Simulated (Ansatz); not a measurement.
(H2Al-mu-SH)2 (Al2H6S2). The state is a singlet with charge 0. Geometry B3LYP-D4/def2-SVP.

```
atom   x (Å)   y (Å)   z (Å)
 Al1  -0.375   1.154  -1.118
  H2  -1.924   1.435  -1.251
  H3   0.798   1.842  -1.919
  S4  -0.012  -1.214  -1.280
 Al5   0.935  -1.005   0.916
  H6   0.110  -1.918   1.908
  H7   2.500  -0.964   0.726
  S8   0.225   1.270   1.203
  H9  -1.250  -1.582  -0.873
 H10  -1.006   0.981   1.689
```

(1) Estimate the orbital energies around the gap (eV) in Ansatz with HF/STO-3G, PBE-D4/def2-TZVP, r2SCAN-D4/def2-TZVP, PBE0-D4/def2-TZVP, CAM-B3LYP-D4/def2-TZVP.

## Answers

(1) 
| orbital | HF/STO-3G | PBE-D4/def2-TZVP | r2SCAN-D4/def2-TZVP | PBE0-D4/def2-TZVP | CAM-B3LYP-D4/def2-TZVP |
| --- | --- | --- | --- | --- | --- |
| HOMO−13 | -80.76 | -68.93 | -70.86 | -73.78 | -75.23 |
| HOMO−12 | -80.75 | -68.93 | -70.86 | -73.78 | -75.23 |
| HOMO−11 | -24.72 | -18.92 | -19.76 | -21.25 | -22.94 |
| HOMO−10 | -23.99 | -18.49 | -19.31 | -20.77 | -22.44 |
| HOMO−9 | -14.41 | -11.61 | -12.05 | -13.13 | -14.62 |
| HOMO−8 | -13.92 | -10.68 | -11.12 | -12.14 | -13.75 |
| HOMO−7 | -12.57 | -10.59 | -10.95 | -12.10 | -13.47 |
| HOMO−6 | -12.05 | -9.80 | -10.15 | -11.25 | -12.72 |
| HOMO−5 | -9.60 | -8.36 | -8.72 | -9.63 | -10.94 |
| HOMO−4 | -9.57 | -8.23 | -8.58 | -9.54 | -10.93 |
| HOMO−3 | -9.25 | -7.36 | -7.69 | -8.65 | -10.09 |
| HOMO−2 | -9.05 | -7.31 | -7.63 | -8.54 | -9.96 |
| HOMO−1 | -8.02 | -7.26 | -7.59 | -8.50 | -9.77 |
| HOMO | -7.77 | -7.15 | -7.47 | -8.35 | -9.65 |
| LUMO | 9.76 | -1.52 | -1.25 | -0.66 | 0.36 |
| LUMO+1 | 10.54 | -1.32 | -0.92 | -0.57 | 0.36 |
| LUMO+2 | 11.41 | -0.67 | -0.38 | 0.21 | 1.14 |
| LUMO+3 | 12.21 | -0.60 | -0.18 | 0.32 | 1.44 |
| LUMO+4 | 12.53 | -0.16 | 0.24 | 0.65 | 1.70 |
| LUMO+5 | 12.93 | 0.18 | 0.64 | 0.97 | 1.89 |
